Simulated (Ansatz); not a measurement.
Species: CCl2, charge 0, multiplicity 1. 
Geometry from a B3LYP-D3(BJ)/def2-TZVP (Ansatz, a program for electronic structure) optimisation:
```
C
Cl 1 1.7242
Cl 1 1.7242 2 109.61
```

Computed values are from Ansatz. Cores are frozen in the correlated levels unless marked. UHF or UKS for open shells. Spin-orbit coupling is left out. Non-relativistic. CBS marks a two-point X^-3 extrapolation of the correlation energy; Hartree-Fock from the larger set. [CCSD(T)-MP2]/basis is that difference in the basis named.

The Hartree-Fock reference is unstable (checked in the largest basis), which strains HF and MP2. 

What is the total energy at CCSD(T)/CBS(cc-pV(T+d)Z,cc-pV(Q+d)Z)?

-957.4835 Eh.

What is the T1 diagnostic at CCSD/cc-pV(Q+d)Z?

0.021.

What is the vertical ionisation energy (to the doublet) at RI-MP2/CBS(aug-cc-pV(T+d)Z,aug-cc-pV(Q+d)Z)+[CCSD(T)-MP2]/aug-cc-pV(T+d)Z?

10.18 eV.

What is the dipole moment at CCSD(T)/aug-cc-pV(D+d)Z?

1.03 D.

What is the vertical triplet-singlet gap at RI-MP2/CBS(aug-cc-pV(T+d)Z,aug-cc-pV(Q+d)Z)+[CCSD(T)-MP2]/aug-cc-pV(T+d)Z?

1.23 eV.
